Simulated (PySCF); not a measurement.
GeH5Si, SMILES [SiH2][GeH3] (connectivity only; charge and spin as stated), charge +1, multiplicity 1.

Geometry optimised at B3LYP-D3(BJ)/def2-TZVP. The spin state was assumed, not searched. The isomer is the one that the SMILES or the coordinates give; other isomers of the formula were not compared.

Two levels are set side by side: PBE/def2-TZVPD (PySCF) and HF/def2-TZVPD (PySCF). Same geometry, gas phase. Differences are taken from unrounded values.

| quantity | PBE |
|---|---|
| orbital gap (eV) | 3.14 |
| highest occupied level (eV) | -13.33 |
| lowest empty level (eV) | -10.19 |
| mean polarisability (bohr³) | 56.7 |

### Question
These are the PBE values. What does HF give? (An estimate is asked for; the answer gives what the named calculation found.)

### Answer

```json
[
 {"quantity": "orbital gap (eV)", "HF": "11.20", "PBE minus HF": "-8.06"},
 {"quantity": "highest occupied level (eV)", "HF": "-17.07", "PBE minus HF": "3.74"},
 {"quantity": "lowest empty level (eV)", "HF": "-5.87", "PBE minus HF": "-4.32"},
 {"quantity": "mean polarisability (bohr³)", "HF": "50.9", "PBE minus HF": "5.8"}
]
```

PBE's occupied levels lie high since its potential decays too fast outside the molecule; exact exchange lowers them and widens the gap. Loosely held outer electrons make PBE densities more polarisable. Differences between two approximate levels are no errors against the true value.

Rough cost on one machine, each run with all the roots and properties that it gave: HF against PBE about 1/3.
